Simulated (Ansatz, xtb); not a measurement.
**A geometry optimisation of CH4ClGe− with r2SCAN-D4/def2-SVPD**

The starting geometry of this gas-phase singlet has its atoms placed at random.

```xyz
7

C    -0.9519   -0.7855   -0.6513
Cl    0.7926    0.2988    1.4566
Ge   -0.6519    1.4817   -0.8209
H    -0.3417   -1.8292   -0.4730
H    -0.6221    0.1851   -0.1747
H     0.9285   -0.6508    0.1956
H     0.3115    0.2521    0.3918
```

Problem. Guess where an optimisation with r2SCAN-D4/def2-SVPD ends from this start.

Solution. It ends as `[CH3][GeH-][Cl]`. Contacts that open: Cl2–H6 (1.58 → 3.22 Å), Cl2–H7 (1.17 → 2.97 Å), Ge3–H5 (1.45 → 2.64 Å). Contacts that close: C1–Ge3 (2.29 → 2.04 Å), C1–H6 (2.07 → 1.10 Å), Cl2–Ge3 (2.94 → 2.40 Å), Ge3–H7 (1.98 → 1.61 Å).

The energy falls by 13.81 eV over 25 steps:

```csv
step,E − E(last) (eV)
1,13.806
4,7.485
6,5.815
9,2.512
12,1.602
14,1.366
17,0.441
20,0.044
22,0.006
25,0.000
```

Final geometry (Å):

```csv
atom,x (Å),y (Å),z (Å)
C,-0.3861,-0.8762,-0.3087
Cl,0.8746,0.9470,2.0950
Ge,-0.5644,1.0977,0.1758
H,-0.7744,-1.0271,-1.3338
H,-0.9847,-1.5012,0.3746
H,0.6582,-1.2263,-0.2775
H,0.6418,1.5383,-0.8013
```

From the same start GFN2-xTB ends elsewhere, in pieces: CH2ClGe + H2.

From so rough a start the end depends on the optimiser's path, so another program may land elsewhere. No frequencies were run, so the end isn't proven a minimum. Run with Ansatz 0.2.0, 65 s on 2 threads of Intel(R) Xeon(R) Platinum 8259CL CPU @ 2.50GHz (Skylake/Cascade Lake) (shared host).
